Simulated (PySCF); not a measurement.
**Diatomic anions of Be with the fifth-period p block**

PBE0 with double-zeta basis sets in PySCF, for the lowest determinant that a PBE0 search found; no spin–orbit coupling. De refers to high-spin ground-configuration atoms (the charge goes to the atom of lower measured ionisation energy or higher electron affinity, which is not always the lowest computed limit). A positive dipole points towards Be; it is taken about the centre of mass and depends on that origin.

| M | basis | charged atom | state (unpaired electrons) | Re (Å) | ωe (cm⁻¹) | De (eV) | μ (D) |
| --- | --- | --- | --- | --- | --- | --- | --- |
| In | aug-cc-pVDZ/aug-cc-pVDZ-PP | In− | triplet (π ↑↑) | 2.444 | 367 | 1.26 | -4.24 |
| Sn | aug-cc-pVDZ/aug-cc-pVDZ-PP | Sn− | quartet (σ ↑, π ↑↑) | 2.432 | 404 | 1.41 | -4.38 |
| I | aug-cc-pVDZ/aug-cc-pVDZ-PP | I− | singlet (closed shell) | 2.485 | 302 | 0.88 | -7.60 |

The shortest bond is that of BeSn⁻ (2.432 Å), the longest that of BeI⁻ (2.485 Å).

The state changes along the series, so neighbouring rows are not always alike in their bonding.

These are scalar-relativistic numbers at best; spin–orbit coupling would shift them, the dissociation energy most. For an ion De counts to the pair picked by the measured ionisation energies or electron affinities, which need not be the lowest pair at this level. The highest Kohn–Sham level is positive in some of these anions. Much of that is self-interaction error, but it also means that the finite basis helps to hold the extra electron. States were picked by a PBE0 search and need not be the measured ground states.
